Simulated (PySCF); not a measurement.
Hf (SMILES [Hf]), triplet (core potentials on Hf); HF/def2-TZVP run with PySCF.

The PySCF input:
```python
from pyscf import gto, scf

mol = gto.M(
    atom='''
Hf    0.000000    0.000000    0.000000
''',
    basis='def2-tzvp',
    ecp={'Hf': 'def2-tzvp'},
    charge=0,
    spin=2,
    verbose=3,
)

mf = scf.UHF(mol)
mf.kernel()
mf.analyze()
```

It wrote (shortened):

```
converged SCF energy = -47.3678718650191  <S^2> = 2.0143118  2S+1 = 3.0095261
**** MO energy ****
                             alpha | beta                alpha | beta
MO #1   energy= -2.88689697619695  | -2.82899594126207  occ= 1 | 1
MO #2   energy= -1.57891837510292  | -1.48644063538527  occ= 1 | 1
MO #3   energy= -1.57891810583212  | -1.48644057533383  occ= 1 | 1
MO #4   energy= -1.57891798149387  | -1.48644049868106  occ= 1 | 1
MO #5   energy= -0.268438989064027 | -0.213347537807338 occ= 1 | 1
MO #6   energy= -0.268438749663186 | 0.0795205871652993 occ= 1 | 0
MO #7   energy= -0.258105439201052 | 0.0795207295208864 occ= 1 | 0
MO #8   energy= 0.0594616757919259 | 0.0795208081469293 occ= 0 | 0
MO #9   energy= 0.0594618026365166 | 0.117197390888767  occ= 0 | 0
MO #10  energy= 0.0594618866404482 | 0.117197466617975  occ= 0 | 0
MO #11  energy= 0.095998192091738  | 0.117197523762453  occ= 0 | 0
MO #12  energy= 0.0959982482515132 | 0.130866677210142  occ= 0 | 0
MO #13  energy= 0.0959983493755221 | 0.130866709639859  occ= 0 | 0
MO #14  energy= 0.159052989269676  | 0.179145734948627  occ= 0 | 0
MO #15  energy= 0.255949424814637  | 0.319055117536431  occ= 0 | 0

Dipole moment(X, Y, Z, Debye): -0.00000,  0.00000,  0.00000
```
